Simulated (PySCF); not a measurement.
Compound: C₁₂H₁₀.
SMILES: `c1(ccccc1)-c1ccccc1`

Torsions of this conformer, `[cH:1]1[cH:2][cH:3][c:4](-[c:5]2[cH:6][cH:7][cH:8][cH:9][cH:10]2)[cH:11][cH:12]1`: C3–C4–C5–C6 -38°.

The closed-shell ground state was solved at several levels (PySCF, density fitting, gas phase, non-relativistic). One conformer (not necessarily the lowest) at the PBE0-D3(BJ)/def2-SVP geometry, without solvent, vibrations or thermal averaging. The dipole stays under 0.02 D at every level.

```json
{"level": "B3LYP/pcJ-1", "basis functions": "424", "total energy (Eh)": "-463.3251", "HOMO (eV)": "-6.40", "LUMO (eV)": "-1.10", "gap (eV)": "5.30"}
{"level": "B3LYP/pcSseg-1", "basis functions": "254", "total energy (Eh)": "-463.2599", "HOMO (eV)": "-6.41", "LUMO (eV)": "-1.11", "gap (eV)": "5.30"}
{"level": "B3LYP/def2-SVPD", "basis functions": "320", "total energy (Eh)": "-462.9973", "HOMO (eV)": "-6.41", "LUMO (eV)": "-1.15", "gap (eV)": "5.26"}
```

(1) What might PBE0/pcSseg-1 (254 basis functions) give for the same quantities?

(2) Over all these levels, which gives the widest orbital gap and which the narrowest?

(3) How much does the basis alone move the frontier levels among the 3 B3LYP rows?

Answers

(1) Total energy -462.6893 Eh, HOMO -6.64 eV, LUMO -0.97 eV, gap 5.67 eV.

(2) PBE0/pcSseg-1 (global hybrid, 25 % exact exchange) has the widest, 5.67 eV, and B3LYP/def2-SVPD (global hybrid, 20 % exact exchange) the narrowest, 5.26 eV. Functional and basis both differ between the two, so the spread mixes both effects.

(3) The HOMO by 0.01 eV and the LUMO by 0.05 eV. By rising basis size (HOMO, LUMO in eV): pcSseg-1 -6.41, -1.11; def2-SVPD -6.41, -1.15; pcJ-1 -6.40, -1.10.
